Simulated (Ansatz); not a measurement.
An input meant for the cluster Mg₂Si₂⁻ (charge -1, doublet).

```yaml
crystal:
  periodic: [false, false, false]
  atoms:
    - {symbol: Mg, position_ang: [-0.924572, 1.918894, -0.961426]}
    - {symbol: h, position_ang: [0.927909, -1.926512, 0.965019]}
    - {symbol: Si, position_ang: [0.980758, 0.191020, -0.573395]}
    - {symbol: Si, position_ang: [-0.984094, -0.183392, 0.569792]}
basis:
  gaussian: {orbitals: x2c-TZVPPall}
total_charge: -1
magnetization: {spin_polarized: true, initial_magnetization: 1}
hamiltonian: {xc: {name: BHLYP}}
scf: {omitted_lower_state_checks: [starts]}
```

```sh
$ ansatz run in.yaml --threads 4 --pin off --events-out ev --progress --plain --max-ram 3916MiB
```

It prints (some lines left out):

```
Error: YAML parse error: error: line 5 column 16: `h` is not an element symbol (H … Og, case-exact)
 --> <input>:5:16
3 |   atoms:
4 |     - {symbol: Mg, position_ang: [-0.924572, 1.918894, -0.961426]}
5 |     - {symbol: h, position_ang: [0.927909, -1.926512, 0.965019]}
6 |     - {symbol: Si, position_ang: [0.980758, 0.191020, -0.573395]}
7 |     - {symbol: Si, position_ang: [-0.984094, -0.183392, 0.569792]}
```

What is wrong with this run?

An element symbol is wrong. The program refused the input.
